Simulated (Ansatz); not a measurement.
Reaction (atomization): `O[Si@H]1O[C@H]1F` → C• + F• + 3 H• + 2 O• + Si•

Gas-phase electronic energies from Ansatz, PBE0-D4/def2-TZVP geometries. CCSD(T)/CBS adds triple-zeta CCSD(T) − MP2 to the extrapolated MP2 energy (def2 sets, frozen cores). This one scheme is used for every species, atoms too. Functionals use def2-TZVPP. B3LYP here is the variant with VWN-RPA as its local correlation; programs differ in this. HSE06 is defined as in plane-wave codes. Open shells (•) are unrestricted, without spin–orbit coupling. Spin–orbit coupling would lower the free atoms: a little for C, F, O, Si. Each species was taken in one conformer, which may not be the lowest.

```json
{"level": "LDA (SPW92)", "ΔE (kJ/mol)": "3677.5", "difference from CCSD(T)/CBS": "562.0"}
{"level": "PBE-D4", "ΔE (kJ/mol)": "3199.9", "difference from CCSD(T)/CBS": "84.4"}
{"level": "revPBE-D4", "ΔE (kJ/mol)": "3091.9", "difference from CCSD(T)/CBS": "-23.6"}
{"level": "BLYP-D4", "ΔE (kJ/mol)": "3115.2", "difference from CCSD(T)/CBS": "-0.3"}
{"level": "B97M-V", "ΔE (kJ/mol)": "3107.6", "difference from CCSD(T)/CBS": "-7.9"}
{"level": "B3LYP-D4", "ΔE (kJ/mol)": "3084.8", "difference from CCSD(T)/CBS": "-30.7"}
{"level": "r2SCANh-D4", "ΔE (kJ/mol)": "3084.4", "difference from CCSD(T)/CBS": "-31.1"}
{"level": "r2SCAN0-D4", "ΔE (kJ/mol)": "3028.2", "difference from CCSD(T)/CBS": "-87.3"}
{"level": "HSE06-D4", "ΔE (kJ/mol)": "3094.0", "difference from CCSD(T)/CBS": "-21.5"}
{"level": "BHLYP-D4", "ΔE (kJ/mol)": "2935.6", "difference from CCSD(T)/CBS": "-179.9"}
{"level": "CAM-B3LYP-D4", "ΔE (kJ/mol)": "3116.8", "difference from CCSD(T)/CBS": "1.3"}
{"level": "ωB97X-V", "ΔE (kJ/mol)": "3119.9", "difference from CCSD(T)/CBS": "4.4"}
{"level": "ωB97M-V", "ΔE (kJ/mol)": "3120.1", "difference from CCSD(T)/CBS": "4.6"}
{"level": "B2PLYP", "ΔE (kJ/mol)": "3067.5", "difference from CCSD(T)/CBS": "-48.0"}
{"level": "PBE-QIDH", "ΔE (kJ/mol)": "3066.5", "difference from CCSD(T)/CBS": "-49.0"}
{"level": "PBE", "ΔE (kJ/mol)": "3185.5", "difference from CCSD(T)/CBS": "70.0"}
{"level": "revPBE", "ΔE (kJ/mol)": "3045.1", "difference from CCSD(T)/CBS": "-70.4"}
{"level": "BLYP", "ΔE (kJ/mol)": "3082.7", "difference from CCSD(T)/CBS": "-32.8"}
{"level": "r2SCAN", "ΔE (kJ/mol)": "3120.2", "difference from CCSD(T)/CBS": "4.7"}
{"level": "PBE0", "ΔE (kJ/mol)": "3078.4", "difference from CCSD(T)/CBS": "-37.1"}
{"level": "B3LYP", "ΔE (kJ/mol)": "3061.4", "difference from CCSD(T)/CBS": "-54.1"}
{"level": "r2SCANh", "ΔE (kJ/mol)": "3080.9", "difference from CCSD(T)/CBS": "-34.6"}
{"level": "r2SCAN0", "ΔE (kJ/mol)": "3024.2", "difference from CCSD(T)/CBS": "-91.3"}
{"level": "HSE06", "ΔE (kJ/mol)": "3082.8", "difference from CCSD(T)/CBS": "-32.7"}
{"level": "CAM-B3LYP", "ΔE (kJ/mol)": "3104.7", "difference from CCSD(T)/CBS": "-10.8"}
{"level": "LC-ωPBE", "ΔE (kJ/mol)": "3108.5", "difference from CCSD(T)/CBS": "-7.0"}
{"level": "HF/def2-SVP", "ΔE (kJ/mol)": "2048.6", "difference from CCSD(T)/CBS": "-1066.9"}
{"level": "MP2/def2-SVP", "ΔE (kJ/mol)": "2947.5", "difference from CCSD(T)/CBS": "-168.0"}
{"level": "CCSD/def2-SVP", "ΔE (kJ/mol)": "2807.9", "difference from CCSD(T)/CBS": "-307.6"}
{"level": "CCSD(T)/def2-SVP", "ΔE (kJ/mol)": "2848.7", "difference from CCSD(T)/CBS": "-266.8"}
{"level": "HF/def2-TZVPP", "ΔE (kJ/mol)": "2088.1", "difference from CCSD(T)/CBS": "-1027.4"}
{"level": "SCS-MP2/def2-TZVPP", "ΔE (kJ/mol)": "3075.9", "difference from CCSD(T)/CBS": "-39.6"}
{"level": "CCSD/def2-TZVPP", "ΔE (kJ/mol)": "2945.6", "difference from CCSD(T)/CBS": "-169.9"}
{"level": "CCSD(T)/def2-TZVPP", "ΔE (kJ/mol)": "3010.1", "difference from CCSD(T)/CBS": "-105.4"}
{"level": "HF/def2-QZVPP", "ΔE (kJ/mol)": "2096.8", "difference from CCSD(T)/CBS": "-1018.7"}
{"level": "MP2/def2-QZVPP", "ΔE (kJ/mol)": "3189.4", "difference from CCSD(T)/CBS": "73.9"}
{"level": "SCS-MP2/def2-QZVPP", "ΔE (kJ/mol)": "3145.2", "difference from CCSD(T)/CBS": "29.7"}
{"level": "HF/CBS(def2)", "ΔE (kJ/mol)": "2098.1", "difference from CCSD(T)/CBS": "-1017.4"}
{"level": "MP2/CBS(def2)", "ΔE (kJ/mol)": "3231.3", "difference from CCSD(T)/CBS": "115.8"}
{"level": "CCSD/CBS(def2)", "ΔE (kJ/mol)": "3051.0", "difference from CCSD(T)/CBS": "-64.5"}
{"level": "CCSD(T)/CBS", "ΔE (kJ/mol)": "3115.5", "difference from CCSD(T)/CBS": "0"}
```

Largest T1 diagnostic among the species: 0.014.

From BLYP to BHLYP (50 % exact exchange), in def2-TZVPP and without D4, ΔE moves by −164.4 kJ/mol: exact exchange takes away binding that semilocal exchange gives to molecules. In def2-TZVPP, CCSD(T) changes the Hartree–Fock value by +922.0 kJ/mol (the triples alone add +64.4 kJ/mol) and MP2 by +1037.8 kJ/mol; breaking electron pairs costs correlation energy, which Hartree–Fock lacks.

For atomizations the MP2-based limit and the directly extrapolated one differ by several kJ/mol either way, and by 10 to 25 for some Ge, Se and Sn compounds, so smaller differences from it don't rank the levels.
